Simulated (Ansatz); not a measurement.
B2FH6NSi (`BN(B)[SiH2]F`). The species carries charge 0 and has multiplicity 1. All single points use the PBE0-D4/def2-TZVP geometry. It is one conformer, not always the lowest.

```xyz
11

B    -1.517   -0.360    0.306
N    -0.171    0.114    0.200
B     0.241    1.308    0.871
Si    0.962   -0.734   -0.828
F     0.864   -0.145   -2.307
H    -2.292    0.229    0.997
H    -1.842   -1.340   -0.301
H     1.363    1.703    0.728
H    -0.541    1.890    1.560
H     2.336   -0.501   -0.340
H     0.598   -2.164   -0.886
```

Question: What is the dipole moment at B3LYP/def2-TZVPP? (An estimate is asked.)

Answer: Computed: 1.16 D, with components (0.40, -0.70, 0.84) D in this frame, pointing from negative to positive charge.

Question: And with PBE, r2SCAN, ωB97M-V? (Estimate.)

Answer: The calculation gave: PBE 1.07 D, r2SCAN 1.10 D, ωB97M-V 1.13 D.

Question: Give the Mulliken charges with B3LYP, PBE, r2SCAN in def2-TZVPP. (Estimate.)

Answer: Ansatz gave: 
```
atom  B3LYP    PBE  r2SCAN
  B1  -0.08  -0.09    0.01
  N2  -0.09   0.03   -0.16
  B3  -0.08  -0.09    0.01
 Si4   0.60   0.50    0.61
  F5  -0.31  -0.27   -0.31
  H6   0.04   0.02    0.00
  H7   0.03   0.01    0.00
  H8   0.03   0.01    0.00
  H9   0.04   0.02    0.00
 H10  -0.08  -0.07   -0.08
 H11  -0.08  -0.07   -0.08
```

B3LYP here is the variant with VWN-RPA as its local correlation; programs differ in this.
